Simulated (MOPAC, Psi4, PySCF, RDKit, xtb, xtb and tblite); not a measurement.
Two geometries of SMILES C(=Cc1ccco1)c1ccco1, relaxed at GFN2-xTB with one dihedral held; other torsions can differ between them too.

Structure A

```
20

C     -0.4408     0.4177     0.2449
C      0.4358    -0.4340    -0.3032
C      1.8614    -0.2905    -0.2196
C      2.8618    -1.0872    -0.7265
C      4.0805    -0.4759    -0.3642
C      3.7417     0.6444     0.3333
O      2.4102     0.7667     0.4259
C     -1.8800     0.2960     0.0920
C     -2.8051     1.2045    -0.3507
C     -4.0686     0.5850    -0.2137
C     -3.8267    -0.6381     0.3305
O     -2.5113    -0.8194     0.5274
H     -0.0859     1.3264     0.7124
H      0.0920    -1.3201    -0.8177
H      2.7338    -1.9923    -1.2843
H      5.0692    -0.8195    -0.5898
H      4.3374     1.4056     0.7974
H     -2.6018     2.1772    -0.7494
H     -5.0210     0.9975    -0.4771
H     -4.4802    -1.4371     0.6199
```

Structure B

```
20

C     -0.4260     0.5657     0.1945
C      0.4162    -0.3119    -0.3658
C      1.8456    -0.2407    -0.2552
C      2.8148    -1.0682    -0.7735
C      4.0543    -0.5455    -0.3487
C      3.7577     0.5570     0.3949
O      2.4329     0.7496     0.4585
C     -1.8700     0.4386     0.1132
C     -2.7023     0.2975    -0.9654
C     -4.0044     0.1194    -0.4428
C     -3.8681     0.1395     0.9103
O     -2.5846     0.3256     1.2573
H     -0.0413     1.3334     0.8530
H      0.0407    -1.1200    -0.9772
H      2.6531    -1.9362    -1.3794
H      5.0286    -0.9334    -0.5648
H      4.3808     1.2606     0.9110
H     -2.4195     0.3448    -1.9970
H     -4.9107    -0.0093    -0.9983
H     -4.5791     0.0323     1.7054
```

Problem. Which is lower in energy at the level PBE0-D3(BJ)/def2-SVP // GFN2-xTB (Psi4), and by how much?

Solution. B is lower, by 3.38 kJ/mol (dihedral C2–C1–C8–O12: 60° in A, 120° in B).

E(B) − E(A) in kJ/mol at the other levels, on the same two geometries: GFN2-xTB (xtb and tblite) -0.81; MMFF94 // GFN2-xTB (RDKit) 2.11; PBE0/def2-SVP // GFN2-xTB (Psi4) -3.11; PBE/def2-SVP // GFN2-xTB (Psi4) -2.66; PBE-D3(BJ)/def2-SVP // GFN2-xTB (Psi4) -2.95; UFF // GFN2-xTB (RDKit) 1.73; PM6, restricted, heats of formation // GFN2-xTB (MOPAC) 0.71; AM1, restricted, heats of formation // GFN2-xTB (MOPAC) 1.64; GFN1-xTB // GFN2-xTB (xtb) -0.40; restricted B3LYP/6-31G*, spherical d, density fitting // GFN2-xTB (PySCF) -2.90; restricted MP2 (frozen core)/3-21G // GFN2-xTB (PySCF) -2.98; restricted LDA (SVWN5)/6-31G*, spherical d, density fitting // GFN2-xTB (PySCF) -3.21; restricted Hartree-Fock/3-21G, density fitting // GFN2-xTB (PySCF) -3.64.
